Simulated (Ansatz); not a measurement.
Calculated with Ansatz (gas phase, PBE0-D4/def2-TZVP geometries, no zero-point term in ΔE). CCSD(T)/CBS adds triple-zeta CCSD(T) − MP2 to the extrapolated MP2 energy (def2 sets, frozen cores). DFT in def2-TZVPP. One conformer a species, not always the lowest.

Consider the cleavage of the Si–Si bond: `C=C(N)[SiH2][SiH3]` + `O[SiH2][NH][AlH2]` → `[AlH2][NH][SiH2]O[SiH3]` + `C=C(N)[SiH3]`.

| species | ωB97X-V energy (Eh) |
| --- | --- |
| `C=C(N)[SiH2][SiH3]` | -715.27423 |
| `O[SiH2][NH][AlH2]` | -665.55406 |
| `[AlH2][NH][SiH2]O[SiH3]` | -956.25253 |
| `C=C(N)[SiH3]` | -424.61428 |

(1) Work out ΔE.

Largest T1 diagnostic among the species: 0.013.

Answers

(1) ΔE = (-956.25253) + (-424.61428) − (-715.27423) − (-665.55406) = -0.03852 Eh = -101.1 kJ/mol. CCSD(T)/CBS gives -103.0 kJ/mol.

From BLYP to BHLYP (50 % exact exchange), in def2-TZVPP and without D4, ΔE moves by −16.8 kJ/mol. Leaving LDA and LC-ωPBE aside and taking each functional with its dispersion term where it has one, the values, not all of them listed here, spread over 39.4 kJ/mol, from BHLYP-D4 to PBE-D4. In def2-TZVPP, CCSD(T) changes the Hartree–Fock value by +31.7 kJ/mol (the triples alone add +4.5 kJ/mol) and MP2 by +25.2 kJ/mol.
